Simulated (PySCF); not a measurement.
Input for PySCF: R-B3LYP/6-31G* on ClH5Si (a complex), monomers drawn apart or pushed together.

```python
from pyscf import gto, scf, dft, mp
from pyscf.data.elements import chemcore

mol = gto.M(
    atom='''
    Cl   -0.06853986   -0.33803311   -0.32481316
    H    -0.67544480   -1.32229006    0.22906320
    Si    0.03522017    0.23516418    3.96968788
    H     0.85111641    1.34468970    3.43282154
    H    -1.34578609    0.32622669    3.44470529
    H     0.00001366    0.31278255    5.44845734
    H     0.62484116   -1.06174725    3.56633263
    ''',
    basis='6-31g*',
    cart=True,
    charge=0, spin=0, verbose=3, max_memory=1800)
mf = dft.RKS(mol, xc='b3lyp')
mf.conv_tol = 1e-8
mf.max_cycle = 100
mf.kernel()
if not mf.converged:
    mf = mf.newton().run(mf.mo_coeff, mf.mo_occ)
```

Q: What total energy does the run end on?

A: -752.6795 hartree.
